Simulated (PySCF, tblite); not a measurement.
Isomers of C5H11ClO2Si, one GFN2-xTB conformer each. Single-point energies are computed at PBE0/pcSseg-1 (PySCF, gas phase, no added dispersion term), electronic only.

Question: Rank them by PBE0/pcSseg-1 energy, lowest first (kJ/mol).
A. `[CH3:1][CH2:2][C@@H:3]1[CH2:4][O:5][CH2:6][Si@H:7]([Cl:8])[O:9]1` with C1–C2–C3–C4 -176°, C2–C3–C4–O5 178°, C3–C4–O5–C6 75°, C4–O5–C6–Si7 -58°, O5–C6–Si7–Cl8 148°
B. `[CH3:1][O:2][CH2:3][Si:4]1([CH2:5][Cl:6])[CH2:7][O:8][CH2:9]1` with C1–O2–C3–Si4 -179°, O2–C3–Si4–C5 49°, C3–Si4–C5–Cl6 64°

Answer: A (0.0), B (351.2).

As drawn, the lower has an Si–O bond, which the higher lacks; the higher has a four-membered ring, which the lower lacks. GFN2-xTB itself gives, in the same order: 0.0, 460.7. Both levels put the same isomer lowest.

Q: Which frontier levels, dipoles and rotational constants go with these structures?

A: 
```
                  SMILES  HOMO (eV, PBE0/pcSseg-1)  LUMO (eV)  dipole (D)       A, B, C (MHz)
CC[C@@H]1COC[Si@H](Cl)O1                     -7.00       0.53        1.46  1571, 860.6, 606.8
       COC[Si]1(CCl)COC1                     -7.10       0.14        2.53  1177, 883.1, 576.2
```

Q: What happens when harmonic zero-point energies from GFN2-xTB frequencies are added?

A: 
| SMILES | ZPE (kJ/mol) | electronic (kJ/mol) | with ZPE (kJ/mol) |
| --- | --- | --- | --- |
| CC[C@@H]1COC[Si@H](Cl)O1 | 411.8 | 0.0 | 0.0 |
| COC[Si]1(CCl)COC1 | 401.9 | 351.2 | 341.3 |

The zero-point energies span 9.9 kJ/mol. The order is unchanged.
